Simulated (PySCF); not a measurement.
Species: Si8Cl8 cubane, Si8Cl8.
Bonds: Si1–Cl2, Si1–Si3, Si1–Si7, Si1–Si11, Si3–Cl4, Si3–Si5, Si3–Si13, Si5–Cl6, Si5–Si7, Si5–Si15, Si7–Cl8, Si7–Si9, Si9–Cl10, Si9–Si11, Si9–Si15, Si11–Cl12, Si11–Si13, Si13–Cl14, Si13–Si15, Si15–Cl16.

The calculation used PySCF, PBE0-D3(BJ)/def2-SVP geometry optimisation, gas phase.

(1) List the bond lengths, angles and torsions at this level.

Answers

(1) 
| bond | length (Å) |
| --- | --- |
| Si1–Cl2 and 7 like bonds | 2.059 |
| Si1–Si3 and 5 like bonds | 2.387 |
| Si1–Si7 and 3 like bonds | 2.398 |
| Si3–Si13, Si9–Si15 | 2.403 |

Bonds in one row agree within 0.01 Å and their mean is given. A selection of angles:
| angle | degrees |
| --- | --- |
| Cl2–Si1–Si3 | 127.3 |
| Cl2–Si1–Si7 | 125.3 |
| Cl2–Si1–Si11 | 123.4 |
| Si3–Si1–Si7 | 89.9 |
| Si1–Si3–Si5 | 90.5 |

Dihedral angles: Cl2–Si1–Si3–Cl4 1° (synperiplanar); Cl2–Si1–Si7–Si5 -138° (anticlinal); Cl2–Si1–Si11–Si9 -133° (anticlinal); Si1–Si3–Si5–Cl6 -133° (anticlinal); Si1–Si3–Si13–Si11 0° (synperiplanar); Si3–Si5–Si7–Si1 0° (synperiplanar); Si3–Si5–Si15–Si9 -90°; Si1–Si7–Si9–Cl10 -137° (anticlinal); Si7–Si9–Si11–Si1 0° (synperiplanar); Si7–Si9–Si15–Si5 0° (synperiplanar); Si1–Si11–Si13–Si3 0° (synperiplanar); Si3–Si13–Si15–Si5 0° (synperiplanar).

All 8 Cl–Si bonds measure 2.058 to 2.061 Å. The 12 Si–Si bonds span 2.384 Å (Si7–Si9) to 2.404 Å (Si9–Si15), a spread of 0.020 Å. Si1 (silicon bonded to Cl and 3 Si) has angles from 89.8° to 127.3°.

Whether it is a minimum is left open (no frequencies). One conformer, not necessarily the lowest.
